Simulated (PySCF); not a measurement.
Species: C5H4ClFO3.
Structure used (GFN2-xTB), in Å, numbered top down from 1:
```xyz
14
C5H4ClFO3 angstrom
O      3.205    1.529   -0.625
C      2.349    0.779   -0.298
O      2.439   -0.166    0.665
C      1.236   -0.806    0.728
C      0.423   -0.272   -0.190
C     -0.998   -0.536   -0.562
F     -1.329   -1.809   -0.172
C     -1.958    0.468    0.078
Cl    -1.678    0.586    1.836
O      1.101    0.724   -0.842
H      1.108   -1.596    1.437
H     -1.111   -0.500   -1.655
H     -1.800    1.456   -0.352
H     -2.987    0.142   -0.070
```

The closed-shell SCF was solved with PySCF and density fitting under several settings on one GFN2-xTB geometry (grid level 2 and gas phase unless stated).

| settings | basis functions | SCF cycles | E (Eh) | HOMO (eV) | LUMO (eV) | dipole (D) |
| --- | --- | --- | --- | --- | --- | --- |
| PW91/6-31G* | 152 | 16 | -978.4269 | -5.87 | -1.02 | 3.60 |
| HSE06/pcSseg-1, fitting basis def2-qzvpp-jkfit, start guess sap | 197 | 20 | -977.9279 | -7.05 | -0.82 | 3.85 |

Q: Estimate the rows for these settings: (1) PBE0/3-21G, grid level 3, start guess atom; (2) PBE0/6-31G.

A: 
```
                                  settings  basis functions  SCF cycles     E (Eh)  HOMO (eV)  LUMO (eV)  dipole (D)
PBE0/3-21G, grid level 3, start guess atom              102          11  -972.8487      -7.23      -0.11        3.83
                                PBE0/6-31G              102          14  -977.7068      -7.52      -0.37        4.10
```

Q: Over all rows, what range does the HOMO–LUMO gap span?

A: From 4.85 eV (PW91/6-31G*) to 7.15 eV (PBE0/6-31G). The functional of the narrowest has no exact exchange, that of the widest 25 % exact exchange.

Q: Compare two rows with the functional PBE0: PBE0/6-31G and PBE0/3-21G, grid level 3, start guess atom. Which energy is lower, and by how much?

A: PBE0/6-31G (102 functions) lies 4.8581 Eh or 3049 kcal/mol below PBE0/3-21G, grid level 3, start guess atom (102 functions).

Whole jobs, the steps after the SCF included, on one thread of an Arm Neoverse V1 (shared host):

```tsv
settings	work after the SCF	wall time	peak memory
PW91/6-31G*	shieldings, ring-centre shieldings, charges and field gradients	38 s	0.68 GiB
HSE06/pcSseg-1, fitting basis def2-qzvpp-jkfit, start guess sap	shieldings, ring-centre shieldings	72 s	0.95 GiB
PBE0/3-21G, grid level 3, start guess atom	shieldings, ring-centre shieldings, charges and field gradients	16 s	0.61 GiB
PBE0/6-31G	spin–spin couplings from 5 perturbed nuclei, spin–dipole term for 1 of them	15 s	0.61 GiB
```

Cycle counts include a coarse-grid stage where the run had one. All basis functions are spherical, in the Pople sets too.

One conformer stands for the species.
